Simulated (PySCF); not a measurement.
# Polarisability and C₆ of Rh⁺ (rhodium, charge +1)

[Kr] 4d8, high-spin 3F determinant. Computed with PySCF 2.14 in aug-cc-pwCVTZ-DK, with scalar relativity by spin-free X2C-1e. Coupled (time-dependent) response in atomic units; α is the mean over directions.

| method | mean α (bohr³) | C₆ (like pair) | S(−4) |
| --- | --- | --- | --- |
| UHF | 11.35 | 69.95 | 45.82 |

S(−4) is the Cauchy moment in α(ω) = α(0) + S(−4) ω² + …

Spin-orbit coupling is absent.

α(iu) at UHF:

```
u (hartree)  α(iu) (bohr³)
          0          11.35
     0.0500          11.24
      0.100          10.92
      0.200          9.935
      0.300          8.838
      0.500          7.005
      0.750          5.397
       1.00          4.269
       1.50          2.837
       2.00          2.009
       3.00          1.146
       5.00         0.5127
```

A single London oscillator, α(iu) = α/(1 + u²/ω²), gives C₆ = (3/4) ω α². Matching the computed C₆ needs ω = 4 × 69.95 / (3 × 11.35²) = 0.724 hartree.

For an ion, C₆ is the dispersion term alone; charge-induced terms of lower order in 1/R come first.
